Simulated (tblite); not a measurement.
Compound: C₅H₉OPS.
Numbering: `[CH2:1]=[CH:2][C@@H:3]1[CH2:4][P@:5]1(=[S:6])[CH2:7][OH:8]` (hydrogens: H9, H10 on C1; H11 on C2; H12 on C3; H13, H14 on C4; H15, H16 on C7; H17 on O8)

The geometry is computed with GFN2-xTB (gas phase).

**Question.** What internal coordinates does the optimisation give?

**Answer.** 
```csv
bond,length (bohr)
C1=C2,2.503
C2–C3,2.767
C3–C4,2.929
C4–P5,3.434
P5=S6,3.674
P5–C7,3.540
C7–O8,2.626
C3–P5,3.499
C1–H9,2.035
C1–H10,2.032
C2–H11,2.045
C3–H12,2.055
C4–H13,2.046
C4–H14,2.045
C7–H15,2.062
C7–H16,2.082
O8–H17,1.832
```

A selection of angles:
```csv
angle,degrees
C2–C1–H9,121.7
C2–C1–H10,121.8
H9–C1–H10,116.5
C1–C2–C3,123.9
C1–C2–H11,120.2
C3–C2–H11,116.0
C2–C3–C4,119.4
C2–C3–P5,122.7
C2–C3–H12,114.4
C4–C3–P5,63.9
C4–C3–H12,114.9
P5–C3–H12,112.4
C3–C4–P5,66.2
C3–C4–H13,116.2
C3–C4–H14,116.0
P5–C4–H13,117.5
P5–C4–H14,119.5
H13–C4–H14,113.5
C4–P5–S6,124.7
C4–P5–C7,111.0
S6–P5–C7,116.1
C3–P5–C4,50.0
C3–P5–S6,126.2
C3–P5–C7,112.3
P5–C7–O8,108.9
P5–C7–H15,110.4
P5–C7–H16,108.0
O8–C7–H15,107.7
O8–C7–H16,112.3
H15–C7–H16,109.6
C7–O8–H17,109.2
```

Dihedral angles: C1–C2–C3–C4 -154° (antiperiplanar); C2–C3–C4–P5 -114° (anticlinal); C3–C4–P5–S6 -111° (anticlinal); C4–P5–C7–O8 101° (anticlinal); C2–C3–P5–C4 110° (anticlinal); H17–O8–C7–P5 54° (synclinal).

Of the pairs four or more bonds apart, S6···H17 is among the closest relative to their van der Waals radii: 2.90 Å, 97 % of the sum of Bondi's values. P5 (phosphorus bonded to 3 C and S) has angles from 50.0° to 126.2°. The 3 C–P bonds span 1.817 Å (C4–P5, drawn single) to 1.874 Å (P5–C7, drawn single), a spread of 0.057 Å. The 3 C–C bonds span 1.325 Å (C1=C2, drawn double) to 1.550 Å (C3–C4, drawn single), a spread of 0.225 Å. The 3-membered ring C3–C4–P5 has internal angles of 50.0° to 66.2°.

Point group: C1 (no symmetry element, even within 0.4 Å). Its GFN2-xTB frequencies are all real (lowest 37 cm⁻¹). The numbers are those of one conformer (C1–C2–C3–C4 -154°, C4–P5–C7–O8 101°, P5–C7–O8–H 54°). 2 starts were optimised and ended at 0.00 and 0.11 kcal/mol (GFN2-xTB); the lowest of these is shown.

On Arm Neoverse V1, one thread (shared host), this took 1.1 s wall. That covers the optimisation of the geometry.
